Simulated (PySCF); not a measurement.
Sc(F)3 anion (F3Sc), SMILES [Sc]([F])([F])[F] (connectivity only; charge and spin as stated), charge -1, multiplicity 2.

Geometry: PBE-D3(BJ)/def2-SVPD. A frequency run showed that this geometry is not a minimum. The multiplicity is an assumed one; other spin states were not compared. The isomer is the one that the SMILES or the coordinates give; other isomers of the formula were not compared.

The numbers are results of PBE-D3(BJ)/def2-SVPD (PySCF 2.14.0), not measurements.

Frequencies are harmonic and unscaled.

Modes within 1.5 cm⁻¹ of each other (mostly degenerate sets) share a row, with their intensities summed.

```tsv
mode	ν (cm⁻¹)	IR (km/mol)	moving atoms (share of kinetic energy)
1	100i	60.4	Sc 56 %, F 44 %
2–3	140	1.9	F 86 %, Sc 14 %
4	499	0.0	F 100 %
5–6	597	254.3	F 58 %, Sc 42 %
```
